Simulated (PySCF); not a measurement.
HgBr, SMILES [Br][Hg+], charge +1. Coordinates come from a PBE0-D3(BJ)/def2-TZVP optimisation. The multiplicity is an assumed one; other spin states were not compared. The def2 effective core potentials stand for the cores of Hg; spin–orbit coupling is left out.

Computed equilibrium geometry at PBE0-D3(BJ)/def2-TZVP (PySCF confirms it by a frequency run) as Cartesian coordinates in Å, and its point group:
point group C∞v.
```xyz
2

Hg     0.0000     0.0000    -0.7232
Br     0.0000     0.0000     1.6530
```
Charge +1, spin multiplicity 1.
